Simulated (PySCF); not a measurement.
Cl2MoO2, charge +1, doublet, at a GFN2-xTB geometry (such geometries of metal compounds can be far from the true shape) (the multiplicity is a formal guess) (all electrons, no relativity); PBE0/3-21G (PySCF).

PySCF was given this input:
```python
from pyscf import gto, scf, dft

mol = gto.Mole()
mol.atom = '''
    Mo    0.28291459   -0.05232677    0.09346190
    O     1.48040807   -0.59010544   -0.90696182
    O     0.77601742    0.17276583    1.65238045
    Cl   -0.45390895    1.80444866   -0.66278406
    Cl   -1.30690381   -1.47877563    0.08109295
'''
mol.basis = '3-21g'
mol.charge = 1
mol.spin = 1
mol.verbose = 5
mol.build()

mf = dft.UKS(mol)
mf.xc = 'pbe0'
mf.kernel()
```

Write the output that PySCF gives for this input, abridged.


```
PySCF version 2.14.0

[INPUT] verbose = 5
[INPUT] max_memory = 4000
[INPUT] num. atoms = 5
[INPUT] num. electrons = 91
[INPUT] charge = 1
[INPUT] spin (= nelec alpha-beta = 2S) = 1
[INPUT] symmetry False subgroup None
[INPUT] Mole.unit = angstrom
[INPUT] Symbol           X                Y                Z      unit          X                Y                Z       unit  Magmom
[...]
[INPUT] ---------------- BASIS SET ----------------
[INPUT] l, kappa, [nprim/nctr], expnt,             c_1 c_2 ...
[INPUT] Mo
[...]
                                1346.764          0.369454
                                295.6352          0.688434
[...]
                                86.59356          0.086011
                                27.63904          0.967433
[...]
                                19.49171          1.284185
                                4.27818           1.010866
[...]
                                1.435305          0.437079
                                0.543782          0.814846
[...]
                                0.073258          1.108413
[...]
                                86.59356          0.600769
                                27.63904          0.410386
[...]
                                19.49171          1.030346
                                4.27818           0.728348
[...]
                                1.435305          0.479147
                                0.543782          0.586487
[...]
                                0.073258          1.000313
[...]
                                17.37358          0.498532
                                5.230784          0.578178
[...]
                                0.754653          0.781034
[...]
[INPUT] O
[...]
                                48.4308           0.3515
                                10.4206           0.707658
[...]
                                1.5762            1.22156
[...]
                                1.5762            0.853955
[...]
[INPUT] Cl
[...]
                                207.857           0.380363
                                45.1554           0.67819
[...]
                                13.9765           0.0511338
                                3.8871            0.991337
[...]
                                0.526955          1.18252
[...]
                                13.9765           0.458682
                                3.8871            0.601962
[...]
                                0.526955          0.822321
[...]
[...]
 -1.10863114e+00 -1.10332084e+00 -8.13953704e-01 -7.71045693e-01
 -7.66054053e-01 -7.37872301e-01 -7.23922520e-01 -7.07666770e-01
 -6.51795544e-01 -6.44802823e-01 -6.28885652e-01 -6.03728581e-01
 -6.00948150e-01 -5.88097024e-01 -4.01402350e-01 -3.82162038e-01
 -3.46484648e-01 -3.02026568e-01 -2.75300461e-01 -1.79756419e-01
 -1.13887659e-01 -1.13804348e-01 -1.04973717e-01 -2.35107951e-02
  1.69401436e-02  1.90825763e-02  3.23454733e-02  3.62923937e-01
  3.79793690e-01  3.82675338e-01  4.20030339e-01  4.48740365e-01
  4.64925894e-01  4.95935078e-01  5.05842196e-01  5.32075405e-01
  5.61658662e-01  6.04121808e-01  6.39675009e-01  7.48696071e-01
  1.14234917e+00  1.21601282e+00  1.27481987e+00  1.29835274e+00
  1.31465225e+00  1.33989093e+00  2.44806177e+00  2.51681825e+00]
  beta  mo_energy =
[-7.09097904e+02 -1.01269216e+02 -1.01269053e+02 -9.99843722e+01
 -9.17624448e+01 -9.17615841e+01 -9.17610977e+01 -1.95135531e+01
 -1.95133866e+01 -1.78024731e+01 -1.45154472e+01 -1.45131140e+01
 -1.45123445e+01 -9.73820614e+00 -9.73758514e+00 -9.13714491e+00
 -9.13574712e+00 -9.13519090e+00 -9.13385749e+00 -9.13384953e+00
 -7.47794348e+00 -7.47782229e+00 -7.47237585e+00 -7.47215162e+00
 -7.47086199e+00 -7.47069012e+00 -2.87250377e+00 -1.96627243e+00
 -1.93409651e+00 -1.91178959e+00 -1.26282297e+00 -1.24159084e+00
 -1.10997099e+00 -1.10471992e+00 -7.54827996e-01 -7.53077670e-01
 -7.41918718e-01 -7.29192173e-01 -7.14798725e-01 -6.43693497e-01
 -6.33415376e-01 -6.14271305e-01 -6.03185633e-01 -5.95182316e-01
 -5.89357159e-01 -5.08767303e-01 -3.92989964e-01 -3.78252550e-01
 -3.46741448e-01 -2.71519229e-01 -2.68634964e-01 -1.78025053e-01
 -1.13685150e-01 -1.10563934e-01 -1.03027587e-01 -2.21986042e-02
  1.94822566e-02  1.94957875e-02  3.77591113e-02  3.62592581e-01
  3.79185344e-01  3.82236414e-01  4.19953296e-01  4.49723489e-01
  4.63323952e-01  4.97051043e-01  5.05615454e-01  5.32198645e-01
  5.60062620e-01  6.03146909e-01  6.40300071e-01  7.45203230e-01
  1.21510152e+00  1.23374592e+00  1.29023749e+00  1.31511331e+00
  1.33185101e+00  1.40713662e+00  2.48279517e+00  2.55037674e+00]
multiplicity <S^2> = 0.81951802  2S+1 = 2.0683501
nelec by numeric integration = [45.99999286 44.99999269]
E1 = -8344.706149035594  E2 = 2602.6508844406776  Ecoul = 2796.2266333499883  Exc = -193.57574890931082
Extra cycle  E= -5023.29360675038  delta_E= 7.73e-11  |g|= 1.38e-05  |ddm|= 1.93e-05
converged SCF energy = -5023.29360675038  <S^2> = 0.81951802  2S+1 = 2.0683501
```
